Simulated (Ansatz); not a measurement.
Z-matrix (Å, degrees):
```
Si
B 1 1.891
C 1 2.041 2 44.1
I 1 2.432 2 123.4 3 -110.0
H 1 1.478 2 128.5 3 63.7
H 2 1.185 1 138.0 3 135.8
H 3 1.095 1 83.1 2 135.5
H 3 1.089 1 142.4 2 -110.0
```

Charge 0, multiplicity 1. I takes the def2 core potential.

(1) List the PBE/def2-TZVPP orbital energies in eV (Ansatz). (Best estimate.)

Answers

(1) Ansatz gave: Occupied: -1780.75, -269.35, -180.00, -177.08, -138.41, -127.35, -127.15, -127.13, -95.21, -95.16, -95.04, -49.47, -49.40, -49.38, -49.22, -49.22, -18.29, -17.57, -13.13, -11.96, -10.63, -9.38, -8.69, -7.48, -7.23, -6.62, -6.00. Lowest empty: -2.52, -1.53, -1.40, 0.36, 0.65, 1.23, 1.68, 2.03.
